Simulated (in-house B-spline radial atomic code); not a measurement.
A run on the magnesium ion Mg⁺ that did not converge. Method: scalar-relativistic (X2C) r2SCAN, spin-polarised, spherical fractional occupations, Fermi nucleus of rms radius 3.057 fm; computed with a B-spline radial code for spherical atoms.

Command:
```bash
python run_scf.py task.json out
```
Settings (nuclear radius in fm, mass in u):
```
Z                12
configuration    [Ne] 3s1
hamiltonian      x2c
method           r2scan
spin_polarised   True
nucleus          fermi
rms_radius       3.057
atomic_mass      23.98504
speed_of_light   137.035999084
```

First and last ten iterations of the last attempt (damped for 15 steps, keeping 80 % of the old Fock matrix, then DIIS):
```
 iter        energy (Eh)    residual
    1        -200.081477    1.96e-02
    2        -200.083105    1.53e-03
    3        -200.083129    1.23e-03
    4        -200.083140    1.01e-03
    5        -200.083146    8.24e-04
    6        -200.083148    6.75e-04
    7        -200.083149    5.54e-04
    8        -200.083150    4.55e-04
    9        -200.083151    3.74e-04
   10        -200.083151    3.08e-04
  111        -200.083151    6.73e-07
  112        -200.083151    6.86e-07
  113        -200.083151    6.86e-07
  114        -200.083151    6.86e-07
  115        -200.083151    6.85e-07
  116        -200.083151    6.85e-07
  117        -200.083151    6.85e-07
  118        -200.083151    6.82e-07
  119        -200.083151    1.52e-06
  120        -200.083151    1.26e-06
 not converged after 120 iterations
```

The smallest residual met was 6.7e-07; the threshold is about 1e-07. Over the last five steps the energy moves by less than 1e-08 hartree, but the orbitals didn't meet the threshold. Time taken, with all properties: 2 s on 1 thread of Arm Neoverse V1, on a shared host.
